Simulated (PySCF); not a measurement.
**Radial density of As²⁺ (arsenic, charge +2)**

B3LYP, [Ar] 3d10 4s2 4p1, 2P determinant. Calculation: PySCF 2.14, in ANO-RCC-VTZP (6s5p3d1f, 43 functions); scalar relativity by spin-free X2C-1e.

| r (bohr) | 4πr²ρ (e/bohr) | 4πr²(ρα − ρβ) |
| --- | --- | --- |
| 0.000983 | 0.4835 | 0.0000 |
| 0.00165 | 1.180 | 0.0000 |
| 0.00278 | 2.806 | 0.0000 |
| 0.00468 | 6.402 | 0.0000 |
| 0.00787 | 13.54 | 0.0000 |
| 0.0132 | 25.17 | 0.0001 |
| 0.0223 | 37.52 | 0.0014 |
| 0.0374 | 39.84 | 0.0071 |
| 0.0630 | 32.92 | 0.0234 |
| 0.106 | 41.87 | 0.0380 |
| 0.178 | 43.66 | 0.0050 |
| 0.300 | 24.36 | 0.0241 |
| 0.504 | 30.90 | 0.0807 |
| 0.848 | 14.13 | 0.0084 |
| 1.43 | 3.328 | 0.4590 |
| 2.40 | 1.097 | 0.4266 |
| 4.03 | 0.06949 | 0.0455 |
| 6.79 | 0.0001474 | 0.0001 |

Densities and radii are taken from the X2C orbitals without a picture-change correction, which distorts them close to the nucleus.
